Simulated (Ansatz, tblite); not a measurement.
Removing and adding an electron: Al₉N₉, a nanocrystal cut from zinc blende AlN (bare). Total charge 0; singlet. Geometry: PBE-D4/def2-SVP. Ansatz, gas phase; energy differences of separate SCF runs; the oxidised species was run as a doublet alone; the reduced species was run as a doublet alone.

Cartesian coordinates in Å:
```
Al 2.0156 0.6191 -1.9865
Al -2.9839 -1.0539 -0.5359
Al -1.5802 -2.0059 1.3673
Al 1.2843 -1.5344 0.2562
Al -0.4234 0.1282 -1.8919
Al -1.2217 0.9721 0.7393
Al 1.7870 1.3710 0.7478
Al 0.7771 2.5641 -1.2065
Al 0.3802 -0.7827 2.3763
N -1.9648 0.3582 -0.9236
N 1.0993 -0.9286 -1.4610
N 0.4768 1.5082 -2.6909
N 0.2047 -2.4318 1.4494
N -3.0580 -2.4844 0.4330
N -1.3554 -0.2138 2.1232
N 2.5518 1.9397 -0.8255
N 1.9136 -0.2356 1.5443
N 0.0970 2.2103 0.4852
```

The xTB rows come from tblite. Single mean-field runs in def2-TZVP are fitted with def2-universal-jkfit.

| level | −HOMO (eV) | vertical IE (eV) | −LUMO (eV) | vertical EA (eV) | HOMO–LUMO gap (eV) | IE − EA (eV) |
| --- | --- | --- | --- | --- | --- | --- |
| GFN2-xTB | 9.93 | 12.27 | 8.84 | 6.64 | 1.08 | 5.63 |
| PBE-D4/def2-TZVP | 5.22 | – | 4.00 | 2.47 | 1.22 | – |
| BLYP-D4/def2-TZVP | 5.07 | – | 3.89 | 2.36 | 1.18 | – |

(1) Estimate the rows for GFN1-xTB, PBE0-D4/def2-TZVP.

## Answers

(1) 
| level | −HOMO (eV) | vertical IE (eV) | −LUMO (eV) | vertical EA (eV) | HOMO–LUMO gap (eV) | IE − EA (eV) |
| --- | --- | --- | --- | --- | --- | --- |
| GFN1-xTB | 8.76 | 10.94 | 7.67 | 5.65 | 1.09 | 5.29 |
| PBE0-D4/def2-TZVP | 6.31 | 7.64 | 3.25 | 2.20 | 3.07 | 5.44 |

Run but left out: PBE-D4/def2-TZVP, BLYP-D4/def2-TZVP (charge +1 doublet: an occupied level 0.03 eV above an empty one).   Raw xTB energy differences between charge states are shifted by several eV; the methods need an empirical correction for them. Sets without diffuse functions give affinities that are too small.
